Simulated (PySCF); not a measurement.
# Ionisation energy of F⁺ by level of theory

F⁺ [He] 2s2 2p4 (3P) → F²⁺ [He] 2s2 2p3 (4S), as a difference of total energies. All numbers are calculated (PySCF 2.14, the non-relativistic Hamiltonian (point nucleus), in aug-cc-pVQZ). Correlated levels: valence: 1s2 frozen. The calculations carry no spin-orbit coupling.

| method | ionisation energy (eV) | error (eV) |
| --- | --- | --- |
| UHF | 33.394 | -1.556 |
| MP2 (valence) | 34.754 | -0.196 |
| SCS-MP2 (valence) | 34.888 | -0.062 |
| CCSD (valence) | 34.787 | -0.163 |
| CCSD(T) (valence) | 34.818 | -0.132 |

Reference: 34.950 eV (measured; NIST levels, between the centres of gravity of the two terms).

Errors of the correlated levels include the incompleteness of this basis and the frozen core.
